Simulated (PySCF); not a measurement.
**Atomic charges by several schemes**

Species: C5H10OSi.
Structure used (PBE0-D3(BJ)/def2-SVP), in Å, numbered top down from 1:
```xyz
17
C5H10OSi angstrom
C      3.2008   -0.2237    0.5016
C      2.0008    0.1235    0.0213
Si     0.4128   -0.2478    0.9168
C     -0.9436   -1.0671   -0.1152
C     -1.7944    0.1541   -0.4961
C     -1.7709    1.1192    0.6911
O     -0.4616    1.1605    1.2202
H      3.3055   -0.7401    1.4633
H      4.1333   -0.0100   -0.0331
H      1.9583    0.6489   -0.9424
H      0.7609   -0.9650    2.1810
H     -1.5160   -1.7667    0.5177
H     -0.5877   -1.6318   -0.9892
H     -2.8274   -0.1123   -0.7730
H     -1.3470    0.6558   -1.3714
H     -2.0696    2.1377    0.3934
H     -2.4825    0.7845    1.4715
```

Density: PBE0/pcSseg-1 (PySCF); schemes: Mulliken, IAO, Hirshfeld and ESP-fitted. Isolated species at its PBE0-D3(BJ)/def2-SVP geometry (one conformer only).

Tabulate the Mulliken, IAO, Hirshfeld and ESP-fitted charges.

In e:

```csv
atom,environment,Mulliken,IAO,Hirshfeld,ESP-fitted
C1,terminal =CH2 carbon,-0.166,-0.259,-0.074,-0.345
C2,alkene CH carbon,-0.497,-0.446,-0.143,-0.329
Si3,oxygen-bound silicon,+1.034,+1.109,+0.410,+0.703
C4,sp3 carbon bound to silicon,-0.558,-0.563,-0.166,-0.430
C5,ring CH2 carbon,-0.304,-0.266,-0.074,+0.081
C6,sp3 carbon bound to oxygen,+0.089,-0.045,+0.003,-0.004
O7,silyl ether oxygen,-0.635,-0.645,-0.246,-0.454
H8,vinylic hydrogen,+0.126,+0.143,+0.046,+0.172
H9,vinylic hydrogen,+0.126,+0.148,+0.050,+0.173
H10,vinylic hydrogen,+0.135,+0.151,+0.045,+0.182
H11,Si–H hydrogen,-0.126,-0.150,-0.084,-0.139
H12,methylene hydrogen,+0.145,+0.144,+0.039,+0.118
H13,methylene hydrogen,+0.149,+0.149,+0.040,+0.095
H14,methylene hydrogen,+0.129,+0.139,+0.042,+0.007
H15,methylene hydrogen,+0.128,+0.131,+0.038,+0.032
H16,methylene hydrogen,+0.121,+0.141,+0.043,+0.067
H17,methylene hydrogen,+0.103,+0.118,+0.033,+0.071
```

Mean size of the charges over all atoms: IAO 0.279 e, Mulliken 0.269 e, ESP-fitted 0.200 e, Hirshfeld 0.093 e. Each set sums to the total charge, 0, to within 0.001 e. The ESP scheme is a least-squares fit of atom-centred charges to the potential on four shells outside the van der Waals surface, with the total charge fixed.

Lowest charge. All schemes agree: Mulliken O7 (-0.635); IAO O7 (-0.645); Hirshfeld O7 (-0.246); ESP-fitted O7 (-0.454).

Highest charge. All schemes agree: Mulliken Si3 (+1.034); IAO Si3 (+1.109); Hirshfeld Si3 (+0.410); ESP-fitted Si3 (+0.703).

How many electrons does the IAO scheme count on C2?

Z − q = 6 − (-0.446) = 6.446.

How closely do the schemes follow one another over all atoms?

Correlation coefficient and root-mean-square difference: IAO with Hirshfeld 0.99, 0.250 e; Mulliken with IAO 0.99, 0.048 e; Mulliken with Hirshfeld 0.99, 0.238 e; IAO with ESP-fitted 0.95, 0.154 e; Hirshfeld with ESP-fitted 0.94, 0.153 e; Mulliken with ESP-fitted 0.93, 0.156 e.
